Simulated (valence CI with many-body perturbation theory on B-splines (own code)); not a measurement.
Gd31+: key properties

Computed by relativistic CI+MBPT: five valence electrons over a frozen Dirac-Fock core [Ar] 3d10, a basis of 9 s, 9 p, 8 d, 6 f, 3 g, 1 h functions for each j, with the one-electron correlation potential Σ1, the two-electron term Σ2, the three-electron term Σ3, Breit, model QED; selected CI, second order for the rest, scaled by the run's own slope (own B-spline code, finite nucleus).

The last digits are not significant, and no measured levels were compared; by estimate large intervals hold to a few tenths of a per cent, small ones and those within an open d or f shell to about a per cent. Among the levels kept, up to 760 cm⁻¹ of a level comes from second order outside the variational space, and about a tenth of that is noise between levels of different J, which matters for small intervals.

Levels are named by their leading jj configuration (3d3/2^4 stands for four electrons in 3d with j = 3/2), which in mixed levels can hold well under half, so a name can repeat and another be missing.

Rates and lifetimes use the calculated energies. Strong lines usually hold to 10 to 20 %, long lifetimes can be off by a factor of two.

What is the ground level?

(4s^2 4p1/2^2 4p3/2) J=3/2, composition 44 % 4s²4p³ ²P° + 30 % 4s²4p³ ⁴S° + 25 % 4s²4p³ ²D°, g = 1.400.

How well does LS coupling describe the low levels?

Among the lowest 20 levels the leading LS term, summed over configurations, holds 53 % on average. For single configurations the figures are 48 % in LS and 80 % in jj coupling. Terms mix most in the J = 5/2 level at 1080100 cm⁻¹, where the leading one holds 26 %.

What are the static dipole polarisabilities of the lowest levels?

(4s^2 4p1/2^2 4p3/2) J=3/2 0.0794 (tensor 0.0052); (4s^2 4p1/2 4p3/2^2) J=3/2 0.0870 (tensor 0.0012); (4s^2 4p1/2 4p3/2^2) J=5/2 0.0866; (4s^2 4p1/2 4p3/2^2) J=1/2 0.0864 bohr³, of which the core gives 0.00450.

Among levels below 1762300 cm⁻¹, which E1 lines absorb most strongly from the ground level?

to (4s^2 4p1/2 4p3/2 4d3/2) J=5/2 at 7.223 nm, f = 0.571; to (4s^2 4p1/2 4p3/2 4d3/2) J=3/2 at 7.176 nm, f = 0.388; to (4s^2 4p1/2 4p3/2 4d5/2) J=5/2 at 6.988 nm, f = 0.265.

Where does the other parity begin?

At (4s 4p1/2^2 4p3/2^2) J=5/2, 888680 cm⁻¹.
